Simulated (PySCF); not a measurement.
Vertical excitations of a molecule C₄H₇BFN from TDDFT-PBE/def2-SVPD in PySCF, as energy in eV (oscillator strength): 2.93 (0.001), 4.92 (0.003), 5.31 (0.002), 5.38 (0.001), 5.74 (0.072), 5.94 (0.046), 6.03 (0.015), 6.12 (0.422), 6.26 (0.011), 6.37 (0.195). Lowest triplet (TDA): 2.59 eV. Geometry: B3LYP-D3(BJ)/def2-SVP. Other conformers were not sampled.

Question: Which molecule gave these data?
(A) C=C=C(C)B(N)F
(B) C=C1B(N)C[C@H]1F
(C) CB(F)C=C=CN
(D) C=C1CB(N)[C@@H]1F

Answer: C, CB(F)C=C=CN
